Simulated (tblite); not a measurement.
C6H8NO (doublet state).
Numbering: `[CH3:1]/[CH:2]=[C:3]1/[CH2:4][C:5]1[NH:6][CH:7]=[O:8]` (hydrogens: H9, H10, H11 on C1; H12 on C2; H13, H14 on C4; H15 on N6; H16 on C7)

Computed geometry: GFN2-xTB, gas phase. This method treats the open shell by occupation alone, without spin polarisation.

Q: List the bond lengths, angles and torsions at this level.

A: 
```tsv
bond	length (bohr)
C1–C2	2.819
C2=C3	2.534
C3–C4	2.843
C4–C5	2.788
C5–N6	2.547
N6–C7	2.592
C7=O8	2.280
C3–C5	2.582
C1–H9, C1–H10, C1–H11	2.059
C2–H12	2.041
C4–H13, C4–H14	2.051
N6–H15	1.914
C7–H16	2.086
```

Bonds in one row agree within 0.02 bohr and their mean is given. A selection of angles:
```tsv
angle	degrees
C1–C2–C3	123.5
C2–C3–C4	147.2
C2–C3–C5	151.2
C4–C3–C5	61.6
C3–C4–C5	54.6
C4–C5–N6	145.5
C3–C5–C4	63.8
C3–C5–N6	150.7
C5–N6–C7	124.6
N6–C7–O8	125.2
H15–N6–C5	116.9
H15–N6–C7	118.5
```

Dihedral angles: C1–C2–C3–C4 180° (antiperiplanar); C2–C3–C4–C5 180° (antiperiplanar); C3–C4–C5–N6 -179° (antiperiplanar); C4–C5–N6–C7 -1° (synperiplanar); C5–N6–C7–O8 0° (synperiplanar); C2–C3–C5–C4 180° (antiperiplanar).

The 5 C–C bonds span 1.341 Å (C2=C3, drawn double in one of several resonance forms) to 1.504 Å (C3–C4, drawn single), a spread of 0.163 Å. N6 (nitrogen bonded to 2 C and H) is planar (angles 124.6°, 118.5° and 116.9°, sum 360.0°, 0.00 Å off the plane of its three neighbours). The C–N distances run from 1.348 Å (C5–N6, drawn single) to 1.372 Å (N6–C7, drawn single), a spread of 0.024 Å. The 3-membered ring C3–C4–C5 has internal angles of 54.6° to 63.8°. C7 (carbon bonded to N, O and H) is planar (angles 125.2°, 123.8° and 111.0°, sum 360.0°, 0.00 Å off the plane of its three neighbours). C5 (carbon bonded to 2 C and N) has angles 150.7°, 145.5° and 63.8°, sum 360.0°, 0.01 Å off the plane of its three neighbours. The 8 heavy atoms lie in one plane (0.005 Å rms).

Point group: Cs (tolerance 0.08 Å). Its GFN2-xTB frequencies are all real (lowest 60 cm⁻¹). 3 starts were optimised and ended at 0.00, 0.00 and 0.02 kcal/mol (GFN2-xTB); the lowest of these is shown.

Hardware: one thread of an Arm Neoverse V1, shared host with 32 logical CPUs at a one-minute load of 30. Cost: 0.93 s of wall time. These figures are those of the optimisation.

One conformer stands for the species.
